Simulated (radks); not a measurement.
Values are calculated unless marked as measured or tabulated.
Q: Neutral molybdenum, [Kr] 4d5 5s1. Code: a radial shooting solver on a logarithmic mesh with Libxc functionals. Model: non-relativistic Kohn-Sham, PBE, spin-polarised, spherical densities, point nucleus. Every spin shell is full or empty, so the densities are truly spherical. Functionals are evaluated on that one density, not self-consistently. Rank these exchange functionals by their error against the exact value of the orbitals, and give that value: LDA, PBEsol, SOGGA, B86b, EV93, TPSS, SCAN, MS2, TASK.

A: Exact: -119.804 hartree. From best to worst, with 100 (|E| - |E exact|)/|E exact| (equal figures are ties): B86b +0.06, EV93 -0.14, TPSS -0.17, SCAN +0.25, MS2 -0.48, TASK -2.31, PBEsol -2.37, SOGGA -2.39, LDA -5.17.
